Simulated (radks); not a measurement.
Ba2+, 54 electrons, occupied as [Kr] 4d10 5s2 5p5 5d1 (not the ground configuration). Calculated with a radial shooting solver on a logarithmic mesh with Libxc functionals: Dirac Kohn-Sham, PBE, spin-unpolarised, spherical densities, point nucleus; open shells fill j = l - 1/2 first.

Normalised radial functions P(r) = r R(r) (large component), r in bohr:

r,4d5/2,5p1/2,6s1/2
0.0019,0.0000,0.0036,0.0219
0.002211,0.0000,0.0045,0.0247
0.002575,0.0000,0.0055,0.0277
0.002997,0.0001,0.0067,0.0310
0.003489,0.0001,0.0084,0.0345
0.004062,0.0002,0.0104,0.0383
0.004729,0.0003,0.0129,0.0421
0.005461,0.0004,0.0159,0.0457
0.006358,0.0007,0.0199,0.0495
0.007401,0.0010,0.0249,0.0529
0.008616,0.0015,0.0310,0.0558
0.01003,0.0024,0.0386,0.0578
0.01168,0.0036,0.0479,0.0585
0.01359,0.0055,0.0592,0.0575
0.01583,0.0082,0.0726,0.0543
0.01828,0.0121,0.0873,0.0488
0.02128,0.0180,0.1050,0.0398
0.02477,0.0266,0.1245,0.0274
0.02884,0.0389,0.1450,0.0113
0.03357,0.0562,0.1653,-0.0081
0.03908,0.0802,0.1832,-0.0298
0.0455,0.1128,0.1960,-0.0522
0.05297,0.1559,0.2001,-0.0727
0.06117,0.2079,0.1921,-0.0875
0.07121,0.2754,0.1673,-0.0944
0.0829,0.3553,0.1226,-0.0890
0.09651,0.4443,0.0572,-0.0684
0.1124,0.5356,-0.0258,-0.0326
0.1308,0.6177,-0.1183,0.0152
0.1523,0.6751,-0.2064,0.0674
0.1773,0.6885,-0.2713,0.1125
0.2047,0.6427,-0.2932,0.1366
0.2383,0.5174,-0.2589,0.1308
0.2775,0.3069,-0.1594,0.0875
0.323,0.0200,-0.0050,0.0114
0.376,-0.3164,0.1757,-0.0805
0.4378,-0.6592,0.3387,-0.1615
0.5096,-0.9570,0.4355,-0.2026
0.5933,-1.1603,0.4266,-0.1824
0.6852,-1.2366,0.3072,-0.1030
0.7977,-1.1902,0.0803,0.0274
0.9286,-1.0374,-0.2053,0.1703
1.081,-0.8217,-0.4895,0.2824
1.258,-0.5913,-0.7150,0.3258
1.465,-0.3853,-0.8426,0.2796
1.706,-0.2254,-0.8570,0.1451
1.986,-0.1168,-0.7702,-0.0522
2.293,-0.0553,-0.6255,-0.2576
2.67,-0.0216,-0.4491,-0.4474
3.108,-0.0071,-0.2863,-0.5703
3.618,-0.0019,-0.1609,-0.6056
4.212,-0.0004,-0.0785,-0.5553
4.903,-0.0001,-0.0326,-0.4426
5.708,0.0000,-0.0113,-0.3048
6.645,0.0000,-0.0031,-0.1791
7.675,0.0000,-0.0007,-0.0922
8.934,0.0000,-0.0001,-0.0379
10.4,0.0000,0.0000,-0.0126
12.11,0.0000,0.0000,-0.0033

4d5/2: eigenvalue -103.76 eV, 1 radial node at r = 0.326 bohr, <r> = 0.803 bohr, 90 % of the charge inside 1.21 bohr. 5p1/2: eigenvalue -34.167 eV, 3 radial nodes at r = 0.107, 0.324, 0.834 bohr, <r> = 1.82 bohr, 90 % of the charge inside 2.64 bohr. 6s1/2 (empty): eigenvalue -13.102 eV, 5 radial nodes at r = 0.0316, 0.125, 0.329, 0.775, 1.91 bohr, <r> = 3.87 bohr, 90 % of the charge inside 5.50 bohr.
